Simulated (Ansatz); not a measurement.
Mulliken charges of `O[SiH2]CCl` from r2SCAN/def2-TZVPP in Ansatz (PBE0-D4/def2-TZVP geometry).

| atom | x (Å) | y (Å) | z (Å) | charge (e) |
| --- | --- | --- | --- | --- |
| O1 | -0.107 | 0.958 | -1.577 | -0.418 |
| Si2 | 0.730 | 0.089 | -0.464 | 0.515 |
| C3 | -0.329 | -0.207 | 1.063 | -0.136 |
| Cl4 | -1.837 | -1.016 | 0.528 | -0.181 |
| H5 | -0.963 | 0.607 | -1.831 | 0.204 |
| H6 | 1.916 | 0.903 | -0.104 | -0.086 |
| H7 | 1.145 | -1.241 | -0.982 | -0.094 |
| H8 | -0.619 | 0.720 | 1.558 | 0.101 |
| H9 | 0.152 | -0.860 | 1.792 | 0.095 |

Q: By hand: the dipole of these point charges (1 e Å = 4.8032 D).

A: Σ q r = (0.281, 0.011, 0.235) e Å, of length 0.366 e Å = 1.76 D.

Q: How does the dipole of the full density compare? (Best estimate.)

A: The calculation gave: (0.065, -0.009, 0.177) e Å, 0.91 D; the point charges give 1.93 times that, at 30° from its direction.

Point charges leave out the atoms' own dipoles, such as those of lone pairs, and Mulliken's split depends on the basis, so the two needn't agree.
